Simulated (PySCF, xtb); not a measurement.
Zn(F)(Et) (C2H5FZn), SMILES C[CH2][Zn][F].

GFN2-xTB (xtb) at its own geometry gives an orbital gap of 3.84 eV and a dipole moment of 4.29 D.

Geometry optimised at B3LYP-D3(BJ)/def2-SVP. The structure was generated by enumeration; whether it is a known compound was not checked. Other conformers were not sampled.

Q: What does PBE/def2-TZVP in PySCF give? (An estimate is asked for; the answer gives what the named calculation found.)

A: gap 5.56 eV (levels -6.94 and -1.38 eV), dipole 2.93 D.
